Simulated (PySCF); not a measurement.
Method: PySCF with B3LYP-D3(BJ)/def2-TZVP // r2SCAN-D4/def2-SVP. Isolated molecules, 0 K electronic values unless said otherwise. One relaxed conformer stands for a flexible species; it need not be the lowest. B3LYP has the VWN-RPA correlation part, as in Gaussian. 

Reference species: [Hf(NH2)3(H)] (neutral, multiplicity 1).

| Quantity | Result |
|---|---|
| HOMO–LUMO gap | 6.78 eV |
| LUMO | -0.11 eV |
| mean distance from the central atom to its bonded neighbours | 1.998 Å |

Changed species: [Hf(NH2)2(H)2] (2 of 4 NH2 replaced by H; the reference has 1 of 4 NH2 replaced by H).

Q: Predict the effect on the HOMO–LUMO gap, LUMO and mean distance from the central atom to its bonded neighbours.

A: the HOMO–LUMO gap falls by 0.65 eV, to 6.13 eV; the LUMO falls by 1.00 eV, to -1.11 eV; the mean distance from the central atom to its bonded neighbours drops by 0.051 Å, to 1.947 Å.
